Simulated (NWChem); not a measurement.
# SbBr₂Cl; SMILES [Cl][Sb]([Br])[Br]

This build's default masses of Se (78.918 u) and Br (79.917 u) are each other's, which moves their modes by up to 0.6 %. def2 effective core potentials on Sb; no spin-orbit coupling.

**Question.** Give the equilibrium geometry at PBE0/def2-SVP with def2 effective core potentials on Sb (NWChem) as a list of bonds and angles, with the point group.

**Answer.** point group Cs; any orientation.
Bonds (Å): Sb1–Cl2 2.367, Sb1–Br3 2.517, Sb1–Br4 2.517. Bond angles (°): Cl2–Sb1–Br3 98.4, Cl2–Sb1–Br4 98.4, Br3–Sb1–Br4 98.8.
